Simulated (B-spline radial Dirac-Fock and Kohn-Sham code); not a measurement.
Model: relaxed Dirac-Fock hole states (ΔSCF) with Breit and QED corrections and a finite nucleus. Program: a B-spline atomic structure program. Electron correlation is not included.

Question: Identify the element and charge state from the binding energies below (tabulated ground configuration; the least bound level is included).

| level | binding energy (eV) |
| --- | --- |
| K | 6451.1 |
| L1 | 1128.1 |
| L2 | 1018.3 |
| L3 | 1009.5 |

Answer: Cr¹⁴⁺: Z = 24 with 10 electrons, [He] 2s2 2p6. The hydrogen-like estimate √(E/Ry) = 21.8 for the K level lies 2.2 below Z; the outermost level, at 1009.5 eV, fixes the charge.

Question: Identify the element and charge state from the binding energies below (tabulated ground configuration; the least bound level is included).

```
level  binding energy (eV)
   3s               4245.5
3p1/2               3985.6
3p3/2               3647.4
3d3/2               3220.1
4p1/2               1615.1
4p3/2               1518.8
   4d               1321.6
```

Answer: Os³¹⁺: Z = 76 with 45 electrons, [Kr] 4d9.

Question: An atom or ion in its tabulated ground configuration has these computed binding energies (the last is its least bound level). Which is it?

| level | binding energy (eV) |
| --- | --- |
| 2p1/2 | 17946.6 |
| 2p3/2 | 16378.9 |
| 3s | 7605.8 |

Answer: Os⁶⁵⁺: Z = 76 with 11 electrons, [Ne] 3s1.

Question: An atom or ion in its tabulated ground configuration has these computed binding energies (the last is its least bound level). Which is it?

```
level  binding energy (eV)
   L2               7729.3
   L3               7175.3
   M1               2342.2
   M4               1744.3
   M5               1719.9
   N1                947.2
 N4,5                723.9
```

Answer: Pm²³⁺: Z = 61 with 38 electrons, [Kr] 4d2.
